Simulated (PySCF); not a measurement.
C2H5FOSi2, SMILES FC1=CO[SiH2][SiH2]1.

The structure is a stationary point at PBE0-D3(BJ)/def2-SVP. This is a generated structure with no PubChem entry under its InChIKey; it may be hypothetical.

Computed with TDDFT-PBE/def2-SVPD (PySCF).

Vertical excitations.  State labels are in the subgroup Cs.

Question: List the lowest excited states. (An estimate is asked for; the answer gives what the named calculation found.)

Answer: 
```tsv
state	symmetry	energy (eV)	λ (nm)	f	main pairs
S1	A"	4.17	297	0.000	HOMO→LUMO+1 100 %
S2	A'	4.62	268	0.047	HOMO→LUMO 86 %
S3	A"	4.82	257	0.000	HOMO→LUMO+2 100 %
S4	A"	5.33	233	0.002	HOMO→LUMO+3 100 %
S5	A"	5.58	222	0.004	HOMO−1→LUMO 98 %
S6	A'	5.79	214	0.051	HOMO−1→LUMO+1 92 %
S7	A"	6.03	206	0.010	HOMO→LUMO+5 99 %
S8	A'	6.15	202	0.014	HOMO→LUMO+4 68 %, HOMO−1→LUMO+2 11 %
S9	A"	6.49	191	0.003	HOMO→LUMO+6 98 %
S10	A'	6.61	188	0.177	HOMO−1→LUMO+2 78 %
T1	A'	3.56	348	0	HOMO→LUMO 95 %
T2	A"	4.02	308	0	HOMO→LUMO+1 100 %
T3	A"	4.73	262	0	HOMO→LUMO+2 100 %
T4	A'	5.15	241	0	HOMO−1→LUMO+1 99 %
```
Triplets are in the Tamm–Dancoff approximation, which puts them higher than full response would, so one can lie above its singlet here.
